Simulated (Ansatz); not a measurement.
Gas-phase electronic energies from Ansatz, PBE0-D4/def2-TZVP geometries. CBS: MP2 limit from def2 TZ/QZ plus the TZ coupled-cluster correction, frozen cores. This one scheme is used for every species, atoms too. For atomizations the MP2-based limit and the directly extrapolated one differ by several kJ/mol either way, and by 10 to 25 for some Ge, Se and Sn compounds, so smaller differences from it don't rank the levels. Functionals use def2-TZVPP. No spin–orbit coupling; open shells (•) take unrestricted orbitals. Spin–orbit coupling would lower the free atoms: a little for C, Cl, Si.

`Cl[C@H]1C[Si@@H]1Cl` → 2 C• + 2 Cl• + 4 H• + Si•  (atomization)

| level | ΔE (eV) |
| --- | --- |
| revPBE | 32.12 |
| CCSD/def2-SVP | 30.24 |

Q: What does CCSD(T)/CBS give? (Estimate.)

A: The calculation gave: +32.82 eV. The listed levels differ from it by -0.70, -2.58 eV.

Largest T1 diagnostic among the species: 0.012.

From BLYP to BHLYP (50 % exact exchange), in def2-TZVPP and without D4, ΔE moves by −0.46 eV: exact exchange takes away binding that semilocal exchange gives to molecules. In def2-TZVPP, CCSD(T) changes the Hartree–Fock value by +8.02 eV (the triples alone add +0.60 eV) and MP2 by +8.82 eV; breaking electron pairs costs correlation energy, which Hartree–Fock lacks.
